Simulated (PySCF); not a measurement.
Spin-rotation constants: SMILES C=N/N=C/C(F)(F)F, C3H3F3N2

Molfile (atoms numbered from 1):
```
C3H3F3N2
     RDKit          3D

 11 10  0  0  0  0  0  0  0  0999 V2000
    2.6295    0.0905    0.2642 C   0  0  0  0  0  0  0  0  0  0  0  0
    1.5700    0.1064   -0.4110 N   0  0  0  0  0  0  0  0  0  0  0  0
    0.3583    0.3079   -0.2008 N   0  0  0  0  0  0  0  0  0  0  0  0
   -0.6576   -0.4501   -0.1556 C   0  0  0  0  0  0  0  0  0  0  0  0
   -2.0152    0.1797   -0.1354 C   0  0  0  0  0  0  0  0  0  0  0  0
   -2.0463    1.3925   -0.6939 F   0  0  0  0  0  0  0  0  0  0  0  0
   -2.4916    0.3249    1.1199 F   0  0  0  0  0  0  0  0  0  0  0  0
   -2.9163   -0.5790   -0.7813 F   0  0  0  0  0  0  0  0  0  0  0  0
    2.6515    0.0981    1.3492 H   0  0  0  0  0  0  0  0  0  0  0  0
    3.5628    0.0675   -0.2719 H   0  0  0  0  0  0  0  0  0  0  0  0
   -0.6398   -1.5356   -0.1093 H   0  0  0  0  0  0  0  0  0  0  0  0
  1  2  2  0
  2  3  1  0
  3  4  2  0
  4  5  1  0
  5  6  1  0
  5  7  1  0
  5  8  1  0
  1  9  1  0
  1 10  1  0
  4 11  1  0
M  END
```

Method: GIAO B97-2/pcSseg-1 magnetisability, rotational g tensor and spin-rotation constants, non-relativistic, gas phase in PySCF 2.14.0. Geometry: GFN2-xTB.

Question: Give the nuclear spin-rotation constants along the inertial axes (H = +C I·J) beside the isotropic shieldings.

Answer: Rotational constants 5.2638, 1.0038, 1.0005 GHz. A star marks the isotopologue with that one atom substituted, in its own axes.
```csv
atom,isotope,Caa (kHz),Cbb (kHz),Ccc (kHz),mean (kHz),σ (ppm)
N2,14N,1.577,0.190,0.081,0.616,-107.1
N3,14N,1.592,0.081,0.189,0.621,-108.8
F6,19F,8.276,1.083,0.986,3.448,259.8
F7,19F,7.649,1.135,1.363,3.382,241.9
F8,19F,6.154,1.224,1.343,2.907,254.3
H9,1H,-0.485,0.074,-0.109,-0.173,25.8
H10,1H,0.236,-0.065,-0.108,0.021,25.9
H11,1H,-0.489,-0.118,0.081,-0.175,25.7
C1,13C*,1.692,0.324,0.166,0.727,81.9
C4,13C*,1.657,0.188,0.330,0.725,79.4
C5,13C*,1.656,0.298,0.303,0.752,57.8
```
For the geometry as given, no vibrational averaging.

Question: How do the rotational constants and the g tensor change when H9, H10, H11 are replaced by deuterium?

Answer: Constants 5.0077, 0.9382, 0.9370 GHz; g -0.0776, -0.0086, -0.0086, against -0.0813, -0.0086, -0.0095 before.
